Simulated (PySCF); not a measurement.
**Stationary points of HPrO**

Method: PySCF, PBE, basis Pr def2-SVP with ECP28, O def2-SVP, H def2-SVP (scalar-relativistic core potentials, no spin–orbit coupling, density fitting).

Relaxations began from a few typed shapes; open shells are unrestricted. The search is not exhaustive: other isomers or separated fragments can lie lower, and high-lying points may rest on an excited occupation.

Order these stationary points by electronic energy, lowest first, in kJ/mol from the lowest minimum.
A. triplet C∞v: Pr–H 2.258 Å, Pr–O 1.809 Å; H–Pr–O 180.0°
B. triplet Cs: Pr–H 2.140 Å, Pr–O 1.801 Å; H–Pr–O 113.9°

B (0.0), A (29.7).

Which of them are minima?

By energy in kJ/mol, 0.0: minimum; 29.7: saddle point, 2 imaginary modes.

Formally Pr is in oxidation state +3, with 2 electrons left for the f, d and s shells; the Mulliken f population is 2.45 and the spin on Pr 2.11.

For the lowest minimum: the spin densities have lower symmetry than the nuclear frame. Other spin states or occupations of the open shell can lie lower. The pruned grid is coarse for the open f shell: energies are uncertain by about 2 kJ/mol and soft modes are noisy. No spin–orbit coupling is included, which matters more the heavier the element.

The electron or spin density has lower symmetry than the nuclear frame for the triplet C∞v at 29.7 kJ/mol.
